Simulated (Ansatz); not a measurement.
Computed with Ansatz on PBE0-D4/def2-TZVP structures; ΔE is electronic, products minus reactants. CCSD(T)/CBS is the MP2 limit (def2-TZVPP, def2-QZVPP) plus CCSD(T) − MP2 in def2-TZVPP, frozen cores. Functionals use def2-TZVPP. B3LYP here is the variant with VWN-RPA as its local correlation; programs differ in this. Elements past krypton have def2 core potentials. For W outer-core shells are correlated without core-valence functions, which leaves a few kJ/mol of doubt a bond. One conformer a species, not always the lowest.

Consider the substitution at a C–N bond: `C[N](C)[Al]([OH])[OH]` + `[NH]=[W](=[NH])([OH])[Cl]` → `C[O][W](=[NH])(=[NH])[Cl]` + `C[NH][Al]([OH])[OH]`.

`C[N](C)[Al]([OH])[OH]`:

```xyz
14

C     1.220   -1.097   -0.206
N     0.066   -0.322    0.168
C    -0.712   -0.952    1.209
Al   -0.380    1.230   -0.546
O     0.511    2.004   -1.763
O    -1.786    1.972    0.036
H     1.790   -0.600   -0.996
H     1.901   -1.251    0.644
H     0.939   -2.093   -0.580
H    -1.578   -0.340    1.468
H    -1.078   -1.941    0.896
H    -0.118   -1.100    2.123
H     1.317    1.677   -2.154
H    -2.091    2.812   -0.299
```

`[NH]=[W](=[NH])([OH])[Cl]`:

Cartesian coordinates in Å:
```
N -0.741 0.733 -1.134
W -0.051 -0.356 0.041
N 1.683 -0.197 0.111
O -0.730 0.095 1.749
Cl -0.554 -2.497 -0.599
H -0.697 1.427 -1.864
H 2.598 0.143 -0.137
H -1.509 0.650 1.834
```

`C[O][W](=[NH])(=[NH])[Cl]`:

```xyz
11

C    -1.543   -1.096   -0.697
O    -0.432   -0.281   -0.969
W     1.008    0.419   -0.006
N     0.850   -0.127    1.647
N     0.949    2.160   -0.095
Cl    3.036   -0.290   -0.812
H    -2.451   -0.487   -0.686
H    -1.630   -1.844   -1.489
H    -1.434   -1.603    0.267
H     0.770    0.029    2.640
H     0.876    3.120    0.199
```

`C[NH][Al]([OH])[OH]`:

Z-matrix (Å, degrees):
```
C
N 1 1.449
H 1 1.092 2 109.7
H 1 1.097 2 112.3 3 -119.2
H 1 1.097 2 112.3 3 119.2
Al 2 1.761 1 126.9 3 0.0
H 2 1.008 1 112.2 3 180.0
O 6 1.693 2 117.2 1 0.0
O 6 1.695 2 123.8 1 -180.0
H 8 0.955 6 122.3 2 -180.0
H 9 0.954 6 125.0 2 0.0
```

| level | ΔE (kJ/mol) | difference from CCSD(T)/CBS |
| --- | --- | --- |
| PBE-D4 | 17.5 | 0.7 |
| r2SCAN-D4 | 16.7 | -0.1 |
| PBE0-D4 | 17.8 | 1.0 |
| B3LYP-D4 | 12.2 | -4.6 |
| ωB97X-V | 16.0 | -0.8 |
| ωB97M-V | 18.0 | 1.2 |
| B2PLYP | 12.1 | -4.7 |
| PBE | 16.1 | -0.7 |
| r2SCAN | 16.4 | -0.4 |
| PBE0 | 16.7 | -0.1 |
| B3LYP | 10.0 | -6.8 |
| HF/def2-TZVPP | 5.4 | -11.4 |
| MP2/def2-TZVPP | 17.4 | 0.6 |
| SCS-MP2/def2-TZVPP | 14.1 | -2.7 |
| CCSD/def2-TZVPP | 15.1 | -1.7 |
| CCSD(T)/def2-TZVPP | 15.5 | -1.3 |
| HF/def2-QZVPP | 4.7 | -12.1 |
| MP2/def2-QZVPP | 18.0 | 1.2 |
| SCS-MP2/def2-QZVPP | 14.7 | -2.1 |
| HF/CBS(def2) | 4.6 | -12.2 |
| MP2/CBS(def2) | 18.8 | 2.0 |
| CCSD/CBS(def2) | 16.5 | -0.3 |
| CCSD(T)/CBS | 16.8 | 0 |

Largest T1 diagnostic among the species: 0.020.

In def2-TZVPP, CCSD(T) changes the Hartree–Fock value by +10.1 kJ/mol (the triples alone add +0.3 kJ/mol) and MP2 by +12.0 kJ/mol.
